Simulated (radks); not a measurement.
The nuclear charge of the osmium ion Os+ is varied continuously with 75 electrons held in [Xe] 4f14 5d6 6s1. Calculated with a radial shooting solver on a logarithmic mesh with Libxc functionals: scalar-relativistic Kohn-Sham, PBE, spin-unpolarised, spherical densities, finite nucleus; Fermi nuclear charge, rms radius 5.4126 fm. By the Hellmann-Feynman theorem dE/dZ = E(electron-nucleus)/Z, the electronic potential at the nucleus (averaged over a nucleus of fixed radius). The scalar-relativistic energy here is not variational (the density holds large components alone), so the two differ by a part that grows with Z.

\begin{tabular}{lrrrrr}
Z & E (hartree) & E(electron-nucleus)/Z (hartree) & HOMO & e(HOMO) (eV) & <r> HOMO (bohr) \\ \hline
75 & -16689.3612 & -550.830 & 5d & -4.006 & 2.028 \\
75.5 & -16968.4229 & -556.491 & 5d & -8.701 & 1.872 \\
76 & -17250.3730 & -562.156 & 6s & -13.136 & 2.781 \\
76.5 & -17535.2161 & -567.831 & 6s & -17.752 & 2.631 \\
77 & -17822.9593 & -573.519 & 6s & -22.764 & 2.503 \\
\end{tabular}

The central difference of E at Z = 76 is -566.793 hartree, to compare with the third column; the second derivative is -11.6 hartree.
